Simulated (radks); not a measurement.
Ionisation of neutral samarium, [Xe] 4f6 6s2, to [Xe] 4f6 6s1 as the strength of local exchange is varied. Method: Dirac Kohn-Sham, Slater X-alpha exchange (alpha = 2/3 is LDA exchange), no correlation, spin-unpolarised, spherical densities, point nucleus; open shells are shared between the two j in proportion to 2j + 1; computed with a radial shooting solver on a logarithmic mesh with Libxc functionals.

| alpha | E(Sm) (hartree) | exchange (hartree) | IE (eV) | -e of the level emptied (eV) | <r> of it (bohr) |
|---|---|---|---|---|---|
| 0.667 | -10421.2773 | -222.9845 | 5.306 | 2.924 (6s1/2) | 4.388 |
| 0.678 | -10424.9554 | -226.7466 | 5.355 | 2.967 (6s1/2) | 4.375 |
| 0.687 | -10427.9658 | -229.8267 | 5.395 | 3.003 (6s1/2) | 4.364 |
| 0.864 | -10487.3554 | -290.7594 | 6.234 | 3.771 (6s1/2) | 4.158 |
| 0.867 | -10488.3650 | -291.7980 | 6.249 | 3.785 (6s1/2) | 4.154 |
| 0.9 | -10499.4776 | -303.2358 | 6.414 | 3.939 (6s1/2) | 4.117 |
| 0.994 | -10531.1980 | -335.9454 | 6.900 | 4.392 (6s1/2) | 4.015 |
| 1.048 | -10549.4647 | -354.8226 | 7.187 | 4.663 (6s1/2) | 3.959 |

NIST Atomic Spectra Database: 5.644 eV (measured). The Delta-SCF value meets it near alpha = 0.74. Spin polarisation and multiplet splitting are left out, so open shells lie too high by an amount that depends on their filling. Sharing an open shell by 2j + 1 raises it above the true ground level by a part of the spin-orbit splitting, which enters the differences from NIST.

Beside tabulated values, note that spin-unpolarised runs miss the spin-polarisation part of the exchange energy of open shells.
